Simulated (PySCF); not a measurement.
GeI2, SMILES [I][Ge][I] (connectivity only; charge and spin as stated), neutral, multiplicity 1.

Geometry: B3LYP-D3(BJ)/def2-SVP. The isomer is the one that the SMILES or the coordinates give; other isomers of the formula were not compared. The def2 effective core potentials stand for the cores of I; spin–orbit coupling is left out.

Calculation: PySCF 2.14.0 with TDA-PBE0/def2-SVPD.

Vertical excitations. The molecule is in vacuum. State labels are in the subgroup C2v.

```
state  symmetry  energy (eV)  λ (nm)      f                            main pairs
-----  --------  -----------  ------  -----  ------------------------------------
S1           B1         2.80     443  0.003                        HOMO→LUMO 99 %
S2           A2         2.81     441  0.000                     HOMO−1→LUMO 100 %
S3           B2         3.56     348  0.057                      HOMO−2→LUMO 89 %
S4           B1         4.04     307  0.004                      HOMO−4→LUMO 99 %
S5           A1         4.19     296  0.002    HOMO−3→LUMO 77 %, HOMO→LUMO+1 18 %
S6           B2         4.76     261  0.012  HOMO−1→LUMO+1 78 %, HOMO→LUMO+2 20 %
S7           A2         4.82     257  0.000                      HOMO−5→LUMO 97 %
S8           A1         4.83     257  0.070                      HOMO→LUMO+1 77 %
S9           A2         4.94     251  0.000                    HOMO−2→LUMO+1 97 %
S10          A1         5.19     239  0.004                    HOMO−1→LUMO+2 97 %
T1           B1         2.07     599      0                        HOMO→LUMO 94 %
T2           A2         2.68     462      0                     HOMO−1→LUMO 100 %
T3           B2         2.87     432      0                      HOMO−2→LUMO 99 %
T4           A1         3.25     382      0                      HOMO−3→LUMO 99 %
```
Triplets are in the Tamm–Dancoff approximation.
